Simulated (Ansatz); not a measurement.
Ni3H4. The state is a singlet with charge 0. Geometry r2SCAN-D4/def2-SVP, basis def2-TZVP, Ansatz.

```xyz
7

Ni    0.930   -0.836   -0.814
Ni    0.673    1.219   -0.195
Ni   -0.671   -0.405    0.688
H    -0.181    1.127    1.077
H     1.926    0.459   -0.850
H    -0.621   -0.705   -0.852
H    -2.057   -0.858    0.946
```

| run | HOMO (eV) | LUMO (eV) |
| --- | --- | --- |
| A | -4.78 | -4.23 |
| B | -5.40 | -3.87 |
| C | -5.82 | -3.74 |
| D | -6.23 | -3.37 |
| E | -4.63 | -4.36 |

HSE06 is defined as in plane-wave codes, on full-range PBE exchange. Another isomer (singlet) lies 0.59 eV lower at PBE0-D4/def2-TZVP; other spin states weren't run for this one.

Task: The runs used HSE06, PBE, PBE0, r2SCAN, r2SCANh. Estimate which is which.

Result: A r2SCAN (0 % exact exchange); B r2SCANh (10 % exact exchange); C HSE06 (range-separated); D PBE0 (25 % exact exchange); E PBE (0 % exact exchange). Exact exchange lowers occupied and raises empty levels; among semilocal functionals meta-GGAs tend to open the gap a little, and such runs are hard to tell apart. The gap grows from 0.27 eV (PBE) to 2.86 eV (PBE0).
